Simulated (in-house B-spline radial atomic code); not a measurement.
Configurations of the germanium ion Ge⁷⁺, with energies counted from [Ar] (3d3/2)4 (3d5/2)3. Computed with a radial B-spline atomic code at the basis-set limit: Dirac-Hartree-Fock, average of each configuration as written, Fermi nucleus of rms radius 4.0742 fm. Energies include first-order Breit, QED and recoil terms.

Occupations are held fixed; configurations that lie above the ionisation limit could autoionise.

| configuration | E - E(ref) (eV) | highest orbital | its <r> (bohr) |
| --- | --- | --- | --- |
| [Ar] (3d3/2)4 (3d5/2)2 4s1 | 63.015 | 4s1/2 | 1.471 |
| [Ar] (3d3/2)3 (3d5/2)3 (4p1/2)1 | 79.294 | 4p1/2 | 1.576 |
| [Ne] 3s2 (3p1/2)2 (3p3/2)3 (3d3/2)3 (3d5/2)5 | 96.598 | 3d5/2 | 0.6314 |
| [Ar] (3d3/2)2 (3d5/2)4 (5f7/2)1 | 143.45 | 5f7/2 | 3.757 |
| [Ar] (3d3/2)1 (3d5/2)5 (6g7/2)1 | 155.18 | 6g7/2 | 5.488 |
| [Ne] 3s2 (3p1/2)2 (3p3/2)3 (3d3/2)1 (3d5/2)6 5s1 | 214.93 | 5s1/2 | 2.722 |
| [Ne] 3s2 (3p1/2)2 (3p3/2)3 (3d3/2)4 (3d5/2)3 (7f5/2)1 | 251.51 | 7f5/2 | 8.15 |

Problem. Order these further configurations by energy, lowest first.
A. [Ar] (3d5/2)6 (7p3/2)1
B. [Ar] (3d5/2)6 (5g7/2)1
C. [Ar] (3d3/2)2 (3d5/2)5
D. [Ne] 3s2 (3p1/2)1 (3p3/2)4 (3d3/2)3 (3d5/2)4 (6g7/2)1
E. [Ar] (3d3/2)3 (3d5/2)4

Solution. E (1.1524 eV), C (1.6252 eV), B (143.91 eV), A (154.76 eV), D (253.76 eV).

Problem. How far above the reference does [Ne] 3s2 (3p1/2)2 (3p3/2)3 (3d3/2)4 (3d5/2)3 (4d3/2)1 lie?

Solution. 194 eV; its least bound orbital is 4d3/2 with <r> = 1.825 bohr.

Problem. How far above the reference does [Ne] 3s2 (3p1/2)2 (3p3/2)3 (3d3/2)4 (3d5/2)3 (7p1/2)1 lie?

Solution. 245.69 eV; its least bound orbital is 7p1/2 with <r> = 6.676 bohr.

Problem. How far above the reference does [Ar] (3d3/2)1 (3d5/2)6 lie?

Solution. 1.4183 eV; its least bound orbital is 3d3/2 with <r> = 0.6276 bohr.
